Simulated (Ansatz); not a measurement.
Ideal-gas functions of `[SnH3]` radical at 800 K and 1 bar, from an Ansatz frequency run at PBE0-D4/def2-TZVP.

Molar mass 121.73 g/mol, point group C3v (symmetry number 3), electronic degeneracy 2, moments of inertia 4.908, 4.908, 7.921 u Å². Harmonic wavenumbers (cm⁻¹, unscaled): 637, 700, 700, 1874, 1911, 1911.

Use S(trans) = R[1.5 ln M + 2.5 ln T − 1.1517]; rotational temperatures θ = 24.2544 K / I; S(rot) = R[ln(√π/σ · √(T³/θAθBθC)) + 1.5]; for each mode x = 1.438777 ν̃/T, S = R[x/(eˣ − 1) − ln(1 − e⁻ˣ)] and H = RT x/(eˣ − 1); 1 cm⁻¹ = 0.0119627 kJ/mol; R = 8.31446 J/(mol·K).

**Question.** By hand: the entropy, in J/(mol·K).

**Answer.** Translation 189.3. Rotation: θ = 4.9418, 4.9418, 3.062 K, giving 73.5. Vibration, mode by mode: 7.62, 6.93, 6.93, 1.29, 1.22, 1.22, in all 25.2. Electronic 5.8. Sum 293.8 J/(mol·K).

**Question.** By hand: H − E and G − E in kJ/mol, counted from the electronic energy.

**Answer.** Zero-point energy ½ × 7733 × 0.0119627 = 46.3; thermal vibration 12.5; translation, rotation and pV give 4 RT = 26.6. H − E = 85.4 kJ/mol, and G − E = 85.4 − 800 × 293.8/1000 = -149.6 kJ/mol.

Vibration gives 9 % of the entropy.
